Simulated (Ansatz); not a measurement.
Ansatz (a first-principles code) input (B3LYP-D3(BJ)/def2-TZVP):

Ansatz 0.2 input:
```yaml
crystal:
  periodic: [false, false, false]
  atoms:
    - {symbol: Ti, position_ang: [0.12505499, 0.02305314, -0.05253397]}
    - {symbol: H, position_ang: [-0.31497608, -0.56757832, 1.42551943]}
    - {symbol: H, position_ang: [-1.25494667, 0.91409831, 0.06313934]}
    - {symbol: H, position_ang: [-1.20333941, -0.86876851, -0.38913278]}
basis:
  gaussian:
    orbitals: def2-TZVP
hamiltonian:
  xc: b3lyp
  dispersion: d3bj
total_charge: 1
relax: {f_tol: 0.002, max_steps: 150}
```

End of the output:

```
relax step  14: F+E_penalty+E_count = -23153.60790138 eV  Δ(F+E_penalty+E_count) = -5.391e-5 eV  max|allowed force component| = 1.571e-2 eV/Å  Δτ_max = 0.0090 Å  (39 SCF iters, accepted)
these checks for a lower state are left out or cut short: starts, cluster_reference, orbital_swaps, neighbouring_geometries, increment
integrals: 0.02 GiB planned
591 factors; integrals over basis functions are off by at most 1.3e-3 eV
mean field: 0.16 GiB planned
mean field -23153.54031837 eV, -850.8769126669 hartree, gradient 3.2e-5 eV, S^2 0.000000; 0 other end points of the search recorded, 0 dependent functions left out
the calculation of the forces begins
reference -23153.54053432 eV, -850.8769206028 hartree; 12, 12 occupied and 51, 51 virtual orbitals, 591 factors
relax step  15: F+E_penalty+E_count = -23153.60791138 eV  Δ(F+E_penalty+E_count) = -9.997e-6 eV  max|allowed force component| = 4.118e-3 eV/Å  Δτ_max = 0.0010 Å  (27 SCF iters, accepted)
these checks for a lower state are left out or cut short: starts, cluster_reference, orbital_swaps, neighbouring_geometries, increment
integrals: 0.02 GiB planned
591 factors; integrals over basis functions are off by at most 1.3e-3 eV
mean field: 0.16 GiB planned
mean field -23153.54032360 eV, -850.8769128591 hartree, gradient 2.9e-5 eV, S^2 0.000000; 0 other end points of the search recorded, 0 dependent functions left out
the calculation of the forces begins
reference -23153.54053955 eV, -850.8769207952 hartree; 12, 12 occupied and 51, 51 virtual orbitals, 591 factors
relax step  16: F+E_penalty+E_count = -23153.60791258 eV  Δ(F+E_penalty+E_count) = -1.196e-6 eV  max|allowed force component| = 2.822e-4 eV/Å  Δτ_max = 0.0007 Å  (27 SCF iters, accepted)
integrals: 0.02 GiB planned
591 factors; integrals over basis functions are off by at most 1.3e-3 eV
mean field: 0.16 GiB planned
mean field evaluation 128: about -23153.5403 eV, gradient 1.8e-2 eV
mean field -23153.54032360 eV, -850.8769128591 hartree, gradient 2.9e-5 eV, S^2 0.000000; 7 other end points of the search recorded, 0 dependent functions left out
the calculation of the forces begins
reference -23153.54053955 eV, -850.8769207952 hartree; 12, 12 occupied and 51, 51 virtual orbitals, 591 factors
Total energy: -23153.60812853 eV, -850.8794046442 hartree
Atom 0 at     0.262304    -0.075603     0.135305 Å, force    -0.000002     0.000052    -0.000104 eV/Å
Atom 1 at    -0.033710    -0.568963     1.720158 Å, force     0.000018    -0.000060     0.000157 eV/Å
Atom 2 at    -1.442759     0.471433    -0.280905 Å, force     0.000007     0.000282     0.000042 eV/Å
Atom 3 at    -1.434042    -0.326063    -0.527567 Å, force    -0.000023    -0.000274    -0.000094 eV/Å
Dipole moment:     0.340450     0.162906    -0.514732 e Å
```

The spin state was set by rule; other spins were not relaxed.
